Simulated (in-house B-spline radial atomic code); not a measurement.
The tellurium ion Te³⁺: [Kr] 4d9 5s2 5p1 5f1 (an excited or competing configuration)

All numbers are computed (Dirac-Hartree-Fock, average of configuration; Fermi nucleus of rms radius 4.7423 fm) with a B-spline radial code for spherical atoms, not measured.

Z_r = [3n² - l(l+1)]/(2<r>); Z_e = n√(-2ε); the last column is Slater's effective charge. Values are occupation-weighted means over j. An effective charge above Z reflects the relativistic contraction of the inner shells.

| shell | electrons | ε (eV) | <r> (bohr) | Z_r | Z_e | Slater |
| --- | --- | --- | --- | --- | --- | --- |
| 1s | 2 | -32046 | 0.02781 | 53.95 | 48.53 | 51.70 |
| 2s | 2 | -5051 | 0.1193 | 50.31 | 38.54 | 47.85 |
| 2p | 6 | -4538 | 0.1046 | 47.80 | 36.53 | 47.85 |
| 3s | 2 | -1084.5 | 0.3201 | 42.18 | 26.78 | 40.75 |
| 3p | 6 | -912.75 | 0.3184 | 39.25 | 24.57 | 40.75 |
| 3d | 10 | -650.78 | 0.296 | 35.47 | 20.75 | 30.85 |
| 4s | 2 | -238.23 | 0.7612 | 31.53 | 16.74 | 24.25 |
| 4p | 6 | -181.55 | 0.8153 | 28.21 | 14.61 | 24.25 |
| 4d | 9 | -97.068 | 0.9403 | 22.33 | 10.68 | 13.20 |
| 5s | 2 | -54.359 | 1.868 | 20.08 | 9.99 | 8.85 |
| 5p | 1 | -43.107 | 2.118 | 17.24 | 8.90 | 8.85 |
| 5f | 1 | -10.63 | 5.783 | 5.45 | 4.42 | 4.00 |

The least bound orbital is 5f5/2 at -10.63 eV, while the most diffuse is 5f7/2 (<r> = 5.785 bohr against 5.781 bohr): energy order and size order differ. The part-filled 4d shell lies below the filled 5s shell in orbital energy.

Spin-orbit splittings of the orbital energies (j = l + 1/2 above j = l - 1/2 when positive): 2p 275.6 eV, 3p 52.83 eV, 3d 10.89 eV, 4p 10.28 eV, 4d 1.621 eV, 5p 1.382 eV, 5f -0.0008605 eV.

For the 1s electron the small component carries 3.66 % of the norm, the zero-frequency Breit interaction raises the level by 76.9 eV, self-energy by 43.87 eV, and vacuum polarisation lowers it by 5.959 eV.
